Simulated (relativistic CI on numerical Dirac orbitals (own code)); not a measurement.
**How well does a small relativistic CI reproduce N?**

Calculated at this level of theory: Dirac-Coulomb-Breit CI, KLI orbitals optimised for each configuration, model QED, valence Slater integrals scaled by 0.85, P86 correlation energy added to each configuration (own radial code, finite nucleus).

CI space (outside the closed core 1s2): 2s²2p³, 2s²2p²3s, 2s2p⁴, 2s²2p²3p, 2s²2p²4s, 2s²2p²3d, 2p⁵, 2s²2p²4p, 2s²2p²5s, 2s²2p²4d, 2s²2p²4f, 2s²2p²5p, 2s²2p²5d, 2s²2p²5f, 2s²2p²5g, 2s²2p3s², 2s²2p3s3p. Levels of other configurations are missing.

| Configuration | Term (tabulated) | J | Measured (cm⁻¹) | Computed | Error | Purity (%) |
| --- | --- | --- | --- | --- | --- | --- |
| 2s²2p³ | 4S° | 3/2 | 0.0 | 0 | 0 | 100 |
| 2s²2p³ | 2D° | 5/2 | 19224.5 | 19259 | 35 | 100 |
| 2s²2p³ | 2D° | 3/2 | 19233.2 | 19269 | 36 | 100 |
| 2s²2p³ | 2P° | 1/2 | 28838.9 | 26309 | -2530 | 97 |
| 2s²2p³ | 2P° | 3/2 | 28839.3 | 26309 | -2531 | 97 |
| 2s²2p²3s | 4P | 1/2 | 83284.1 | 83336 | 52 | 99 |
| 2s²2p²3s | 4P | 3/2 | 83317.8 | 83380 | 62 | 99 |
| 2s²2p²3s | 4P | 5/2 | 83364.6 | 83446 | 81 | 99 |
| 2s²2p²3s | 2P | 1/2 | 86137.4 | 85475 | -662 | 100 |
| 2s²2p²3s | 2P | 3/2 | 86220.5 | 85560 | -661 | 100 |
| 2s2p⁴ | 4P | 5/2 | 88107.3 | 93428 | 5321 | 94 |
| 2s2p⁴ | 4P | 3/2 | 88151.2 | 93489 | 5338 | 94 |
| 2s2p⁴ | 4P | 1/2 | 88170.6 | 93519 | 5348 | 94 |
| 2s²2p²3p | 2S° | 1/2 | 93581.6 | 93398 | -183 | 99 |
| 2s²2p²3p | 4D° | 1/2 | 94770.9 | 94166 | -605 | 100 |
| 2s²2p²3p | 4D° | 3/2 | 94793.5 | 94188 | -605 | 99 |
| 2s²2p²3p | 4D° | 5/2 | 94830.9 | 94226 | -605 | 99 |
| 2s²2p²3p | 4D° | 7/2 | 94881.8 | 94278 | -604 | 100 |
| 2s²2p²3p | 4P° | 1/2 | 95475.3 | 94741 | -734 | 100 |
| 2s²2p²3p | 4P° | 3/2 | 95493.7 | 94760 | -734 | 100 |
| 2s²2p²3p | 4P° | 5/2 | 95532.1 | 94799 | -733 | 100 |
| 2s²2p²3p | 4S° | 3/2 | 96750.8 | 96295 | -456 | 99 |
| 2s²2p²3p | 2D° | 3/2 | 96787.7 | 95862 | -926 | 99 |
| 2s²2p²3p | 2D° | 5/2 | 96864.1 | 95940 | -924 | 99 |
| 2s²2p²3p | 2P° | 1/2 | 97770.2 | 96775 | -995 | 98 |
| 2s²2p²3p | 2P° | 3/2 | 97805.8 | 96812 | -994 | 98 |
| 2s²2p²3s | 2D | 5/2 | 99663.4 | 98877 | -787 | 100 |
| 2s²2p²3s | 2D | 3/2 | 99663.9 | 98877 | -786 | 100 |
| 2s²2p²4s | 4P | 1/2 | 103622.5 | 103420 | -202 | 94 |
| 2s²2p²4s | 4P | 3/2 | 103667.2 | 103462 | -205 | 93 |
| 2s²2p²4s | 4P | 5/2 | 103735.5 | 103524 | -212 | 91 |
| 2s²2p²4s | 2P | 1/2 | 104144.8 | 104139 | -6 | 91 |
| 2s²2p²4s | 2P | 3/2 | 104221.6 | 104221 | -1 | 71 |
| 2s²2p²3d | 2P | 3/2 | 104615.5 | 103613 | -1002 | 93 |
| 2s²2p²3d | 2P | 1/2 | 104654.0 | 103651 | -1003 | 91 |
| 2s²2p²3d | 4F | 3/2 | 104664.1 | 103706 | -958 | 99 |
| 2s²2p²3d | 4F | 5/2 | 104683.1 | 103726 | -957 | 97 |
| 2s²2p²3d | 4F | 7/2 | 104716.9 | 103760 | -957 | 97 |
| 2s²2p²3d | 4F | 9/2 | 104765.8 | 103809 | -957 | 100 |
| 2s²2p²3d | 2F | 5/2 | 104810.4 | 103907 | -903 | 96 |
| 2s²2p²3d | 2F | 7/2 | 104881.4 | 103974 | -907 | 89 |

Measured levels from NIST Handbook of Basic Atomic Spectroscopic Data (Sansonetti and Martin, J. Phys. Chem. Ref. Data 34, 1559 (2005)); pairs were made by configuration, J and term (by order where the table uses no LS term), so strongly mixed levels may be paired wrongly.

Mean error by configuration (cm⁻¹): 2s²2p³ -1247; 2s²2p²3s -386; 2s2p⁴ 5336; 2s²2p²3p -700; 2s²2p²4s -125; 2s²2p²3d -956. Over the excited levels the mean absolute error is 1040 cm⁻¹ (40 of the 40 excited levels that our extract of the source holds in range could be paired), and the median relative error of those above 1,000 cm⁻¹ is 0.77 %.

Transition probabilities of persistent lines. The last column rescales the computed rate by the cube of measured over computed energy:

```csv
λ measured (Å),Lower,Upper,A tabulated (s⁻¹),A computed,A rescaled
1199.55 vacuum,2s²2p³ ⁴S°3/2,2s²2p²3s ⁴P5/2,4.07e+08,2.24e+08,2.24e+08
1200.22 vacuum,2s²2p³ ⁴S°3/2,2s²2p²3s ⁴P3/2,4.02e+08,2.23e+08,2.22e+08
1200.71 vacuum,2s²2p³ ⁴S°3/2,2s²2p²3s ⁴P1/2,4.00e+08,2.22e+08,2.22e+08
1243.18 vacuum,2s²2p³ ²D°5/2,2s²2p²3s ²D5/2,3.21e+08,2.37e+08,2.45e+08
1492.62 vacuum,2s²2p³ ²D°5/2,2s²2p²3s ²P3/2,3.13e+08,2.90e+08,2.99e+08
1742.73 vacuum,2s²2p³ ²P°3/2,2s²2p²3s ²P3/2,1.16e+08,1.51e+08,1.37e+08
8680.28 air,2s²2p²3s ⁴P5/2,2s²2p²3p ⁴D°7/2,2.46e+07,2.76e+07,3.32e+07
8683.40 air,2s²2p²3s ⁴P3/2,2s²2p²3p ⁴D°5/2,1.80e+07,2.07e+07,2.48e+07
12469.62 air,2s²2p²3p ²D°5/2,2s²2p²3d ²F7/2,2.28e+07,2.34e+07,2.32e+07
```
